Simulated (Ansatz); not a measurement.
Species: YCl$_{2}$, net charge 0, doublet state. SMILES of the parent species: [Cl][Y][Cl]
Structure (B3LYP-D3(BJ)/def2-TZVP (Ansatz, a program for electronic structure) minimum search):
```
Y
Cl 1 2.4388
Cl 1 2.4388 2 125.83
```
Charge 0, spin multiplicity 2.

Wanted: atomisation energy, in kcal/mol. Terms: spin-orbit terms left out; LANL2DZ with its own core potentials from Na on; def2 sets with scalar-relativistic core potentials past Kr; atomisation electronic, to ground-state atoms; 6-31G* and kin with 6d, 5d where marked; dispersion terms only where a functional's name holds one; UHF or UKS for open shells. Ab initio and DFT rows: single points at B3LYP-D3(BJ) geometries (Ansatz). The spin state of an ion or metal species was assumed, not searched.

```
species                           coefficient  E at B3LYP/6-31G* with LANL2DZ past Ar (Ansatz), Eh  E at B3LYP/def2-TZVPD (Ansatz), Eh
--------------------------------  -----------  ---------------------------------------------------  ----------------------------------
[Cl][Y][Cl] as doublet, charge 0           -1                                           -958.47304                          -958.93939
Cl atom                                    +2                                           -460.13624                          -460.16775
Y atom                                     +1                                            -37.84804                           -38.23845
```

 1 Eh = 627.5095 kcal/mol.

Task: Work the quantity out at each level.

Result: 
- B3LYP/6-31G* with LANL2DZ past Ar: the sum of coefficient times E is 0.35252 Eh, or 221.21 kcal/mol. Result: 221.2 kcal/mol.
- B3LYP/def2-TZVPD: the sum of coefficient times E is 0.36544 Eh, or 229.32 kcal/mol. Result: 229.3 kcal/mol.
